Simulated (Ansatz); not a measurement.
System: GeSiH$_{5}$, charge 0, doublet. GeSiH5 (SMILES [SiH3][GeH2], doublet).
B3LYP-D3(BJ)/def2-TZVP minimum from Ansatz (a program for electronic structure):
```
Si
H 1 1.4811
H 1 1.4811 2 109.29
H 1 1.4851 2 108.81 3 -118.69
Ge 1 2.3848 2 108.78 4 -122.67
H 5 1.5463 1 114.01 2 57.78
H 5 1.5463 6 108.60 1 -128.30
```
Charge 0, spin multiplicity 2.

Wanted: atomisation energy (electronic, to ground-state atoms), in kcal/mol. Radicals and triplets start from unrestricted determinants; spin-orbit coupling is neglected. Cores are frozen in correlated methods (noble-gas shells, and filled d and f shells in the p block). No relativity. CBS(X,Y): correlation extrapolated as X^-3, Hartree-Fock from the larger set. A bracket is a step between two methods taken in the basis named. Double hybrids freeze cores in their MP2 part. For partners of very few electrons the exact lower level stands in for a higher one.

CCSD(T)/CBS(def2-TZVPP,def2-QZVPP) + [CCSDT(Q) - CCSD(T)]/def2-SVP (Ansatz) gives 423.9 kcal/mol.

Q: What does PBE/def2-TZVPD (Ansatz) give here, and how do the other levels compare?

A: PBE gives 413.9 kcal/mol, 10.0 kcal/mol below it. Differences of the others: r2SCAN/def2-TZVPD (Ansatz) 1.9; B3LYP/def2-TZVPD (Ansatz) -4.7; PBE0/def2-TZVPD (Ansatz) -8.5; wB97M-V/def2-TZVPD (Ansatz) -2.2; B2PLYP/def2-TZVPD (Ansatz) -10.1; CCSD(T)/CBS(def2-TZVPP,def2-QZVPP) (Ansatz) -0.4 kcal/mol.
